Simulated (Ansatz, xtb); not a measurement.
Two isomers of CH7GeNSi2

Structure X: `N#C[SiH2][GeH2][SiH3]`, a singlet. Structure Y: `N#[C][GeH]([SiH3])[SiH3]`, a singlet. Both are isolated molecules in the gas phase, relaxed with r2SCAN-D4/def2-SVP; each stands in its lowest conformer found.

Quicker runs give these differences E(Y) − E(X): GFN2-xTB −4.9 kcal/mol; HF/STO-3G −0.1 kcal/mol (at GFN2-xTB geometries); r2SCAN-D4/def2-SVP//GFN2-xTB +2.9 kcal/mol.

Estimate which is lower in electronic energy at CCSD(T)/def2-SVP + ΔMP2/def2-TZVPP, and by roughly how much.

The CCSD(T)/def2-SVP + ΔMP2/def2-TZVPP calculation puts structure X lower, by 2.2 kcal/mol.

How the difference moves with the method:

```tsv
level	geometry	E(Y) − E(X) (kcal/mol)	departure from the last row (kcal/mol)	job, with rough time for the two
GFN2-xTB	GFN2-xTB	−4.9	−7.1	optimisation, 0.78 s
HF/STO-3G	GFN2-xTB	−0.1	−2.3	single point, 1.9 s
r2SCAN-D4/def2-SVP//GFN2-xTB	GFN2-xTB	+2.9	+0.7	single point, 9 s
r2SCAN-D4/def2-SVP	r2SCAN-D4/def2-SVP	+3.6	+1.4	optimisation, 2.6 min
HF/def2-SVP	r2SCAN-D4/def2-SVP	+2.6	+0.4	part of the CCSD(T) run
MP2/def2-SVP	r2SCAN-D4/def2-SVP	+2.9	+0.7	part of the CCSD(T) run
CCSD(T)/def2-SVP	r2SCAN-D4/def2-SVP	+2.8	+0.6	single point
CCSD(T)/def2-SVP + ΔMP2/def2-TZVPP	r2SCAN-D4/def2-SVP	+2.2		single point, 2.1 min
```

As drawn, Y has 1 C–Ge, 1 Si–H in place of 1 C–Si, 1 Ge–H.

GFN2-xTB puts the two in the other order. HF/STO-3G finds them nearly level. The largest departure from CCSD(T)/def2-SVP + ΔMP2/def2-TZVPP is that of GFN2-xTB, 7.1 kcal/mol. The last row adds to CCSD(T) the change of the MP2 difference between the two basis sets, here −0.6 kcal/mol.

With thermal terms from frequencies at re-optimised GFN2-xTB minima (ideal gas, soft modes damped towards free rotors, one conformer each, 298.15 K, 1 atm): the zero-point term adds 0.0 kcal/mol; ΔH is +2.4 and ΔG +1.9 kcal/mol.

The correlated steps freeze 21 core orbitals; the filled d shell of Ge is correlated, in a basis made for valence electrons. Run with Ansatz 0.2.0, xtb 6.7.1; the last row on 2 threads of Intel(R) Xeon(R) Processor @ 2.50GHz (Skylake/Cascade Lake) on a shared host.
